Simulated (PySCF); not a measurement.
## Ga (gallium, neutral) across methods

[Ar] 3d10 4s1 4p2, high-spin 4P determinant (an excited configuration). Calculation: PySCF 2.14, in aug-cc-pVDZ-DK (6s5p3d, 36 functions); the spin-free X2C one-electron Hamiltonian (Gaussian nucleus).

| method | E (hartree) | mean ε 3d β (eV) | mean ε 4s α (eV) | mean ε 4p α (eV) | Σ⟨r²⟩ (bohr²) | ⟨S²⟩ |
| --- | --- | --- | --- | --- | --- | --- |
| UHF | -1941.96159 | -32.958 | -15.630 | -7.218 | 42.43 | 3.752 |
| MN15 | -1944.821 | -24.858 | -12.349 | -5.107 | 41.84 | 3.751 |
| PBE0 | -1943.306 | -23.811 | -12.044 | -4.823 | 41.88 | 3.751 |
| LDA | -1940.390 | -20.817 | -10.872 | -3.963 | 42.14 | 3.751 |
| r2SCANh | -1943.526 | -22.269 | -11.679 | -4.505 | 41.43 | 3.752 |
| PBE | -1943.280 | -20.518 | -10.672 | -3.910 | 42.19 | 3.751 |
| BLYP | -1943.649 | -20.495 | -10.472 | -3.645 | 42.49 | 3.751 |
| r2SCAN | -1943.540 | -20.991 | -11.183 | -4.174 | 41.44 | 3.753 |
